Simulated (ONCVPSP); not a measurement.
**W, ONCV: configuration errors across variants**

W, optimised norm-conserving Vanderbilt (ONCV), made with ONCVPSP 4.0.1 (BLYP, scalar-relativistic). Core [Kr] 4d10 4f14, reference 5s2 5p6 5d4 6s2. Waves: 5s+6s: rc 1.75 bohr, ncon 5, nbas 10, qcut 5.6 1/bohr, 2 projectors; 5p: rc 1.75 bohr, ncon 4, nbas 9, qcut 7.8 1/bohr, 2 projectors, debl 3.3 Ha; 5d: rc 2.60 bohr, ncon 3, nbas 8, qcut 5.4 1/bohr, 2 projectors, debl 3.5 Ha; f scattering state at 0.15 Ha: rc 2.10 bohr, ncon 4, nbas 7, qcut 5.7 1/bohr, 3 projectors, debl 2.9 Ha. Local part: polynomial inside 1.55 bohr (lpopt 5, dvloc0 0 Ha). Core correction: Teter function, fcfact 1.5, rcfact 1.15.

All-electron excitation energies from the reference (eV): (1) 5s2 5p6 5d4 6s1 8.815; (2) 5s2 5p6 5d4 6s0 24.566; (3) 5s2 5p6 5d3 6s0 49.908; (4) 5s2 5p6 5d3 6s2 8.686.

A true bound ghost makes a file unfit for plane-wave use even where its test errors are small: the radial tests pick states by their node count and pass the ghost by.

Errors AE − PS in meV (a dash: test not solved or not reliable):

```csv
change,(1),(2),(3),(4),bound ghosts,GHOST(+) flags above zero
base,-2.6,-9.0,-9.7,+12,none,"s, f"
"all radii but the core radius scaled by about 0.79 (s 1.38, p 1.38, d 2.06, f 1.66 bohr); local potential polynomial inside 1.22 bohr (lpopt 5, dvloc0 0 Ha)",-1.5,0.0,-5.0,+1.3,f,"s, d, f"
"all radii but the core radius scaled by about 0.92 (s 1.62, p 1.62, d 2.40, f 1.94 bohr); local potential polynomial inside 1.42 bohr (lpopt 5, dvloc0 0 Ha)",-2.1,-4.8,-7.6,+7.3,f,f
"all radii but the core radius scaled by about 1.06 (s 1.86, p 1.86, d 2.76, f 2.24 bohr); local potential polynomial inside 1.64 bohr (lpopt 5, dvloc0 0 Ha)",-3.3,-14,-12,+17,f,f
"all radii but the core radius scaled by about 1.10 (s 1.94, p 1.94, d 2.86, f 2.32 bohr); local potential polynomial inside 1.72 bohr (lpopt 5, dvloc0 0 Ha)",-3.8,-17,-14,+20,none,"s, f"
"all radii but the core radius scaled by about 1.20 (s 2.10, p 2.10, d 3.12, f 2.52 bohr); local potential polynomial inside 1.86 bohr (lpopt 5, dvloc0 0 Ha)",-5.5,-30,-29,+28,none,d
"all radii but the core radius scaled by about 1.26 (s 2.20, p 2.20, d 3.26, f 2.64 bohr); local potential polynomial inside 1.94 bohr (lpopt 5, dvloc0 0 Ha)",-5.6,-30,-5.7,+37,none,none
"all radii but the core radius scaled by about 1.34 (s 2.34, p 2.34, d 3.48, f 2.80 bohr); local potential polynomial inside 2.08 bohr (lpopt 5, dvloc0 0 Ha)",-7.1,-40,-1.7,+48,none,none
```

Give the same row for: all radii but the core radius scaled by about 0.86 (s 1.50, p 1.50, d 2.22, f 1.80 bohr); local potential polynomial inside 1.32 bohr (lpopt 5, dvloc0 0 Ha).

-1.7, -1.9, -4.9, +3.9; bound ghosts: f; GHOST(+) flags above zero: s, f.
